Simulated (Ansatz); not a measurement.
Basis-set extrapolation for C₂H₇AlOS (PBE0-D4/def2-TZVP geometry, frozen core, Ansatz). Multiplicity 1, RHF reference.

```tsv
	def2-TZVPP	def2-QZVPP
HF	-794.179314	-794.205319
MP2 correlation	-0.852914	-0.916822
CCSD(T) correlation	-0.940433	not run
```

Energies in hartree. Use E(X) = E(∞) + A·exp(−7.88·√X) for Hartree–Fock and E(X) = E(∞) + B·X^(−2.97) for correlation, with X = 3 and 4, and add CCSD(T) minus MP2 of the smaller set to the MP2 limit.

Q: What is the CCSD(T) energy at the basis-set limit?

A: HF limit: -794.205319 + (-0.026005) × 0.13774 = -794.20890. MP2 limit: -0.916822 + (-0.063908) × 0.74074 = -0.96416. Higher-order term: -0.940433 − (-0.852914) = -0.08752. Total: -795.26058 hartree, 369.8 kJ/mol below CCSD(T)/def2-TZVPP.
